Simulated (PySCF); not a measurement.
# Radial density of Mg²⁺ (magnesium, charge +2)

PBE0, [Ne], closed-shell 1S. Calculation: PySCF 2.14, in cc-pVDZ (4s3p1d, 18 functions); no relativity, point nucleus.

| r (bohr) | 4πr²ρ (e/bohr) |
| --- | --- |
| 0.00208 | 0.05636 |
| 0.00350 | 0.1547 |
| 0.00589 | 0.4121 |
| 0.00990 | 1.060 |
| 0.0167 | 2.551 |
| 0.0280 | 5.509 |
| 0.0471 | 9.902 |
| 0.0793 | 13.22 |
| 0.133 | 11.28 |
| 0.224 | 7.405 |
| 0.377 | 9.791 |
| 0.634 | 10.07 |
| 1.07 | 3.523 |
| 1.79 | 0.2769 |
| 3.02 | 0.002032 |
